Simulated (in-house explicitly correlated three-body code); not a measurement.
Computed with an exponentially correlated three-body code. Model: two electrons around a point charge, non-relativistic, variational in 260 exponentially correlated functions (energies converged to about 1e-7 hartree, or 1e-8 relative for large Z).

Command:
```bash
python run_hyl.py task.json out
```
Settings (lengths in bohr, energies in hartree):
```
Z                      14
screening              2.1
interaction_strength   1
functions              260
states_tried           13
```

Cost of the run: 2.2 min on 1 thread of Arm Neoverse N1, on a shared host.

**Those bound S and P states to n = 4 that converged, binding against the one-electron ion.**

Given: nuclear charge 14; Yukawa screening of all interactions 2.1 1/bohr.

Computed: one-electron threshold -71.6303168 hartree.

```tsv
term	energy (hartree)	binding (eV)
1 1S	-136.604317	1768
2 3S	?	?
2 1S	-75.6793621	110.18
2 3P	-74.5518895	79.5
2 1P	-74.3334552	73.556
```

(1) What belongs in the row 2 3S?

**Converged states only, values per electron or pair (inverse distances are <exp(-kr)/r>).**

```
term  mean r (bohr)  mean r squared (bohr²)  mean inverse r (1/bohr)  mean r12 (bohr)  mean inverse r12 (1/bohr)  mean cosine  mean p1 dot p2 (bohr⁻²)  delta r1 (bohr⁻³)  delta r12 (bohr⁻³)
1 1S        0.11228                0.016949                    11.61          0.16501                     6.5054   -0.0092681                   1.6522             808.26              90.651
2 3S              ?                       ?                        ?                ?                          ?            ?                        ?                  ?                   -
2 1S        0.33734                 0.19945                   6.6264          0.57638                     1.1853   -0.0032853                 0.096478             453.21              10.778
2 3P        0.30496                 0.16626                   6.5928          0.52083                     1.1352    -0.047783                  -8.1401             422.81                   -
2 1P        0.31303                 0.17666                   6.5716          0.52533                     1.2859     0.037193                    7.675             424.54              2.6641
```

(2) What belongs in the row 2 3S?

**Electric-dipole lines between converged S and P states, rate of the upper state's decay.**

```
s state  p state  p minus s (eV)  oscillator strength from s  rate (1/s)
   1 1S     2 1P          1694.5                     0.49345  2.0493e+13
   2 1S     2 1P          36.624                     0.25118  4.8731e+09
   2 3S     2 3P           40.47                     0.26018  6.1634e+09
```

**Static dipole response.**

```json
{"state": "1 1S", "polarisability (bohr³)": "0.00028703"}
{"state": "2 3S", "polarisability (bohr³)": "0.1252"}
```

Results:

(1) energy (hartree): -76.0391237; binding (eV): 119.97.

(2) mean r (bohr): 0.32778; mean r squared (bohr²): 0.18646; mean inverse r (1/bohr): 6.6527; mean r12 (bohr): 0.56161; mean inverse r12 (1/bohr): 0.88696; mean cosine: -0.0021622; mean p1 dot p2 (bohr⁻²): 0.065898; delta r1 (bohr⁻³): 455.09.
